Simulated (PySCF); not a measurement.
Radial density of Pm³⁺ (promethium, charge +3)

PBEsol, [Xe] 4f4, one real determinant. All numbers are calculated (PySCF 2.14, scalar relativity by spin-free X2C-1e, in cc-pwCVTZ-X2C with one added diffuse shell of g type (12s11p9d7f5g1h, 195 functions)).

```tsv
r (bohr)	4πr²ρ (e/bohr)	4πr²(ρα − ρβ)
0.0274	71.34	-0.0001
0.0461	85.20	-0.0011
0.0776	105.6	-0.0042
0.130	78.77	0.0354
0.219	91.05	0.5523
0.369	37.51	2.5456
0.621	40.61	4.3481
1.04	13.53	2.7414
1.76	5.884	0.5712
2.95	0.4013	0.0197
4.97	0.001125	0.0001
```

Densities and radii are taken from the X2C orbitals without a picture-change correction, which distorts them close to the nucleus.

⟨L²⟩ = 34.00 against 42 for a pure I term, so this real determinant mixes terms. Spin-orbit coupling, absent here, splits the open shell strongly.

Q: Where is the radial spin density 4πr²(ρα − ρβ) most negative, and why is it negative at all?

A: Around r = 0.0776 bohr, down to -0.0042 e/bohr: exchange with the open shell polarises the paired shells in an unrestricted calculation.
